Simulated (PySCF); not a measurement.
Computed properties of ClH₃HfS₃, SMILES [Hf]([SH])([Cl])([SH])[SH], multiplicity 1

Hf(Cl)(SH)3 (ClH3HfS3), SMILES [SH][Hf]([SH])([SH])[Cl], multiplicity 1. Coordinates come from a PBE0-D3(BJ)/def2-SVP optimisation. The multiplicity is an assumed one; no other spin state was optimised. The structure was generated by enumeration; whether it is a known compound was not checked. The def2 effective core potentials stand for the cores of Hf; spin–orbit coupling is left out. The values are those of a single conformer. All values are computed for the isolated molecule unless a solvent is named; none is compared with measurement here.

**Structure.** All 18 harmonic modes at PBE0-D3(BJ)/def2-SVP (PySCF) are real, so it is a minimum. With heavy atoms numbered as in [Hf:1]([Cl:2])([SH:3])([SH:5])[SH:7], the shortest bond between them is Hf1–Cl2 at 2.342 Å and the longest Hf1–S3 at 2.430 Å.

**Vibrations.** The strongest infrared lines (harmonic, unscaled, degenerate partners summed) lie at 384 cm⁻¹ (78 km/mol, Cl 67 %, Hf 21 %, S 10 %), 358 cm⁻¹ (39 km/mol, S 67 %, Hf 19 %, H 14 %), 465 cm⁻¹ (36 km/mol, H 74 %, S 22 %). The softest mode is at 79 cm⁻¹ and the zero-point energy is 17.1 kcal/mol.

**Electronic structure.** B3LYP/def2-TZVP (PySCF) places the frontier levels at -7.71 and -2.29 eV, a gap of 5.42 eV, and gives a dipole moment of 1.20 D and a mean polarisability of 113.6 bohr³. PBE/def2-TZVP (PySCF) at the same geometry gives -6.79 and -2.91 eV, so its gap is 1.54 eV narrower. An orbital gap is neither the optical nor the fundamental gap.

**Excitations.** TDA-CAM-B3LYP/def2-SVPD (PySCF) has S1 at 4.71 eV (263 nm, f = 0.006, weak); the most intense of the 10 singlets computed lies at 5.23 eV (f = 0.05). T1 (TDA) is at 4.45 eV, 0.26 eV under S1. TDA-PBE/def2-SVPD (PySCF) puts S1 at 3.92 eV. No vertical singlet excitation falls in the visible range (under 3.1 eV).
